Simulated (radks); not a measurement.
Values are calculated unless marked as measured or tabulated.
Ta69+, 4 electrons, occupied as [He] 2s2. Level of theory: non-relativistic Kohn-Sham, PBE, spin-polarised, spherical densities, point nucleus; relativity is left out, which matters for an element this heavy (a radial shooting solver on a logarithmic mesh with Libxc functionals).

Normalised radial functions P(r) = r R(r), r in bohr:

r             1s       2s
0.00092   1.0677   0.3704
0.001227  1.3924   0.4829
0.001624  1.7898   0.6202
0.002165  2.2946   0.7940
0.002888  2.9031   1.0020
0.003852  3.6091   1.2396
0.005138  4.3827   1.4919
0.006798  5.1379   1.7203
0.009067  5.8086   1.8817
0.01209   6.2156   1.8809
0.01613   6.1815   1.6035
0.02151   5.5767   0.9365
0.02869   4.4188  -0.1646
0.03796   2.9874  -1.5345
0.05063   1.5937  -2.8913
0.06753   0.6275  -3.6522
0.09007   0.1647  -3.4058
0.1201    0.0252  -2.3033
0.159     0.0020  -1.0873
0.212     0.0001  -0.3093
0.2828    0.0000  -0.0464

1s: eigenvalue -70009 eV, 0 radial nodes, <r> = 0.0207 bohr, 90 % of the charge inside 0.0367 bohr. 2s: eigenvalue -16943.6 eV, 1 radial node at r = 0.0276 bohr, <r> = 0.0839 bohr, 90 % of the charge inside 0.128 bohr.
